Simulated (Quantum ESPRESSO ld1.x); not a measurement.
Results of a calculation; reference values are marked as such.
Q: The mean radii <r> (bohr) of the occupied orbitals of an atom or ion are listed with their occupations. Level of theory: scalar-relativistic Kohn-Sham, LDA (Slater exchange, VWN5 correlation), spin-polarised, spherical densities, point nucleus (ld1.x of Quantum ESPRESSO 7.5).

| orbital | occ. | <r> |
|---|---|---|
| 1s up | 1 | 0.01832 |
| 1s down | 1 | 0.01831 |
| 2s up | 1 | 0.07528 |
| 2s down | 1 | 0.07544 |
| 2p up | 3 | 0.06678 |

Name the element and its charge. Open shells, if any, are filled with parallel spins first.

A: Z = 74, tungsten, charge +67: W67+ in [He] 2s2 2p3. The 1s radius gives Z: for a bare nucleus <r> = (2 gamma + 1)/(2Z) with gamma = sqrt(1 - (Z/c)^2), 0.01813 bohr for Z = 74, and screening makes it slightly larger (0.01832 here). The occupations add up to 7, and the charge is Z minus that.
